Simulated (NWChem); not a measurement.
Ionisation of CH$_{3}$Li

SMILES: [Li][CH3]
```xyz
5

Li     0.9287    -1.2907     0.0000
C     -0.2231     0.3101     0.0000
H     -0.8949     0.3739     0.8799
H     -0.8949     0.3739    -0.8799
H      0.3422     1.2640     0.0000
```
Charge 0, spin multiplicity 1.

Everything below was run with NWChem. All single points use one geometry, from PBE0/def2-SVP, a minimum by its harmonic frequencies.

Basis set: def2-TZVP. −ε marks an orbital energy of the parent.

B3LYP has NWChem's definition, with VWN1-RPA local correlation. The structure started from a generated list of species.

Order these methods by the first vertical ionisation energy they give, lowest first: −ε(HOMO) of HF, −ε(HOMO) of LDA (SVWN5), −ε(HOMO) of B3LYP, −ε(HOMO) of PBE, G0W0@HF, G0W0@PBE0.

−ε(HOMO) of PBE (3.92 eV), −ε(HOMO) of LDA (SVWN5) (4.03 eV), −ε(HOMO) of B3LYP (4.88 eV), G0W0@PBE0 (6.96 eV), G0W0@HF (7.62 eV), −ε(HOMO) of HF (7.85 eV)
